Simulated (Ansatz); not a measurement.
NH-, multiplicity 2 (lowest of 2S+1 = 2, 4 at CCSD(T)/def2-TZVPP on PBE0 minima; our sources give no spin for the ground state, which may be another), most abundant isotopes (1.0078 and 14.0031 u). Constants from fifth-degree fits in 1/R to seven points on the lowest solution found; no spin–orbit coupling, no relativity up to Kr; ω_e x_e and α_e move by some per cent with the fit.

Cores are frozen in the correlated methods. CBS: X⁻³ extrapolation of the correlation energy, Hartree–Fock from the larger set.

Codes used: Ansatz (Gaussian orbitals). 

```csv
level,r_e (Å),ω_e (cm⁻¹),ω_e x_e (cm⁻¹),α_e (cm⁻¹)
PBE/def2-TZVPP,1.0581,3015.2,82.8,0.711
"CCSD(T)/CBS(aug-cc-pVTZ, aug-cc-pVQZ)",1.0408,3187.0,85.9,0.706
```

Task: Derive the rotational constants, the centrifugal constant, the fundamental, the zero-point energy and the force constant.

Result: 
μ = 0.94016 u.
- PBE/def2-TZVPP: B_e = 16.8576/(μ r_e²) = 16.017 cm⁻¹; B₀ = B_e − α_e/2 = 15.661 cm⁻¹; D = 4B_e³/ω_e² = 1.81e-03 cm⁻¹; fundamental ω_e − 2ω_e x_e = 2850 cm⁻¹; zero-point energy ω_e/2 − ω_e x_e/4 = 1487 cm⁻¹; k = μ(2πcω_e)² = 504 N/m
- CCSD(T)/CBS(aug-cc-pVTZ, aug-cc-pVQZ): B_e = 16.8576/(μ r_e²) = 16.551 cm⁻¹; B₀ = B_e − α_e/2 = 16.198 cm⁻¹; D = 4B_e³/ω_e² = 1.79e-03 cm⁻¹; fundamental ω_e − 2ω_e x_e = 3015 cm⁻¹; zero-point energy ω_e/2 − ω_e x_e/4 = 1572 cm⁻¹; k = μ(2πcω_e)² = 563 N/m

Ansatz is an electronic-structure program.
